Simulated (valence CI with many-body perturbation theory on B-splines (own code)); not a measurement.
# Forbidden lines of Nd28+

Level of theory: valence CI with perturbative core correlation (CI+MBPT): four valence electrons over a frozen Dirac-Fock core [Ar] 3d10, radial functions for each j: 11 s, 11 p, 9 d, 7 f, 5 g, 2 h, 1 i, with the one-electron correlation potential Σ1 (screened to all orders), the two-electron term Σ2, the three-electron term Σ3, Breit, model QED; selected single and double excitations, second order for the rest (own B-spline code, finite nucleus).

The last digits are not significant, and no measured levels were compared; by estimate large intervals hold to a few tenths of a per cent, small ones and those within an open d or f shell to about a per cent.

Lines 1 to 12 of 12 in falling wavelength, among levels below 258.94 eV, chosen from the decays that carry over 1 % of a level's rate. Wavelengths and rates use the calculated energies. Electric multipoles are in the length gauge, E1 and E2 with the static RPA response of the core. Weak lines are less certain than strong ones. Lines between different terms over intervals too small for the method are left out, as are lines whose strength nearly cancels.

Levels are named by their leading jj configuration (3d3/2^4 stands for four electrons in 3d with j = 3/2), which in mixed levels can hold well under half, so a name can repeat and another be missing.

```tsv
λ vac (nm)	Upper	Lower	Type	A (s⁻¹)	Branch %
409.7	(4s^2 4p1/2 4p3/2) J=2	(4s^2 4p1/2 4p3/2) J=1	M1	8.05e+01	4.9
51.16	(4s^2 4p3/2 4d5/2) J=4	(4s^2 4p1/2 4d5/2) J=3	M1	1.10e+05	87.2
45.50	(4s^2 4p1/2 4p3/2) J=1	(4s^2 4p1/2^2) J=0	M1	1.42e+05	100.0
41.97	(4s^2 4p3/2^2) J=2	(4s^2 4p1/2 4p3/2) J=2	M1	1.32e+05	46.9
41.97	(4s^2 4p3/2^2) J=2	(4s^2 4p1/2 4p3/2) J=2	E2	2.97e+03	1.1
40.95	(4s^2 4p1/2 4p3/2) J=2	(4s^2 4p1/2^2) J=0	E2	1.55e+03	95.1
38.07	(4s^2 4p3/2^2) J=2	(4s^2 4p1/2 4p3/2) J=1	M1	1.44e+05	51.4
34.05	(4s^2 4p3/2^2) J=0	(4s^2 4p1/2 4p3/2) J=2	E2	1.08e+04	2.4
31.44	(4s^2 4p3/2^2) J=0	(4s^2 4p1/2 4p3/2) J=1	M1	4.39e+05	97.6
25.03	(4s^2 4p3/2 4d5/2) J=4	(4s 4p1/2 4p3/2^2) J=3	M1	7.02e+03	5.6
15.36	(4s^2 4p3/2 4d5/2) J=4	(4s 4p1/2^2 4p3/2) J=2	E2	5.06e+03	4.0
11.23	(4s^2 4p3/2 4d5/2) J=4	(4s^2 4p3/2^2) J=2	M2	1.30e+03	1.0
```
